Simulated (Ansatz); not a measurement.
F2Ge (SMILES [F][Ge][F]) moved off its minimum; all values from Ansatz (a first-principles code), cores frozen in correlated methods.
(charge 0, multiplicity 1)
```xyz
3

Ge     0.0415     0.0924     0.5729
F      0.5464     1.1585    -0.9448
F     -0.5404    -1.3006    -0.8910
```

**Question.** Give the forces (eV/Å), the total energy and the dipole at CCSD(T)/aug-cc-pVTZ.

**Answer.** 
```csv
atom,Fx,Fy,Fz
Ge1,-0.236,-0.839,-5.950
F2,-0.654,-1.333,2.900
F3,0.890,2.172,3.050
```
Energy -2275.0380 hartree, dipole 5.30 D.
